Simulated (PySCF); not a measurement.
Atom-mapped SMILES (the numbers label the heavy atoms): `[SH:1][K:2]`; H(Xn) means a hydrogen on atom n.

Geometry: PBE0-D3(BJ)/def2-SVP; GIAO absolute shieldings from PySCF 2.14.0 with density-fitted response routines, gas phase, non-relativistic, averaged over equivalent atoms.

At PBE0/pcSseg-1 (67 basis functions, 2.2 s wall time on 1 thread of an Arm Neoverse V1, shared host):
```json
{"atoms": "S1", "σ (ppm)": "797.8"}
{"atoms": "K2", "σ (ppm)": "1217.8"}
{"atoms": "H(S1)", "σ (ppm)": "33.13"}
```

Question: Predict the values at mPW1PW91/pcSseg-2 on the same geometry.

Answer: 
| atoms | σ at mPW1PW91/pcSseg-2 | change |
| --- | --- | --- |
| S1 | 790.8 | -7.0 |
| K2 | 1221.3 | +3.5 |
| H(S1) | 33.21 | +0.08 |

The largest change is at S1 (sulfur bonded to K, H). Cost: 107 basis functions, 2 s wall time on 1 thread of an Arm Neoverse V1, shared host.
